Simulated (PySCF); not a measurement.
## Correlation energy of Ge (germanium, neutral)

[Ar] 3d10 4s1 4p2 4d1, one real determinant (an excited configuration). Computed with PySCF 2.14 in aug-cc-pVQZ-PP with one added diffuse shell each of s, p, d, f, g type with ECP10MDF (8s7p6d4f3g, 114 functions), with scalar relativity through the core potential. Frozen: 3s2 3p6 3d10; 4 electrons correlated.

MP2 pair energies summed by pair of shells (mhartree):

```json
{"pair": "4p-4p", "energy": "-5.18", "share (%)": "40.3"}
{"pair": "4s-4p", "energy": "-3.81", "share (%)": "29.6"}
{"pair": "4p-4d", "energy": "-3.04", "share (%)": "23.6"}
{"pair": "4s-4d", "energy": "-0.84", "share (%)": "6.6"}
```

Total MP2 correlation energy: -12.87 mhartree.

Same-spin part -12.87 and opposite-spin part 0.00 mhartree; SCS-MP2 scales them by 1/3 and 6/5 to -4.29 mhartree.

The reference is one real determinant that mixes LS terms of this configuration.
